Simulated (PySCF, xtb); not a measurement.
Sn(OH)(NH2)3 (H7N3OSn), SMILES [OH][Sn]([NH2])([NH2])[NH2].

GFN2-xTB (xtb) at its own geometry gives an orbital gap of 4.07 eV and a dipole moment of 0.95 D.

Coordinates come from a PBE0-D3(BJ)/def2-SVP optimisation. The structure was generated by enumeration; whether it is a known compound was not checked. The def2 effective core potentials stand for the cores of Sn; spin–orbit coupling is left out. Other conformers were not sampled.

**Question.** What does B3LYP/def2-TZVP (PySCF) give? (An estimate is asked for; the answer gives what the named calculation found.)

**Answer.** gap 6.14 eV (levels -7.16 and -1.03 eV), dipole 1.23 D.
